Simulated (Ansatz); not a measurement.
Results of the Gaussian-basis code of Ansatz.

Basis-set series for C3H8OSi, SMILES `OC/C=C/[SiH3]`. Charge 0, multiplicity 1. The structure was optimised at the PBE0-D4/def2-TZVP level. It is one conformer, not always the lowest.

```csv
functional,basis,functions,energy (Eh),HOMO (eV),LUMO (eV)
PBE0-D4,def2-SVP,114,-483.23085,-7.65,-0.47
PBE0-D4,def2-QZVPP,538,-483.57622,-7.81,-0.68
ωB97M-V,def2-SVP,114,-483.45148,-9.92,1.68
ωB97M-V,def2-QZVPP,538,-483.80660,-10.06,1.32
```

Give the rows for def2-TZVPP. (An estimate is asked.)

The calculation gave: 
```
functional       basis  functions  energy (Eh)  HOMO (eV)  LUMO (eV)
   PBE0-D4  def2-TZVPP        278   -483.55528      -7.79      -0.62
   ωB97M-V  def2-TZVPP        278   -483.78677     -10.04       1.44
```

Positive LUMOs are unbound and depend on the basis.
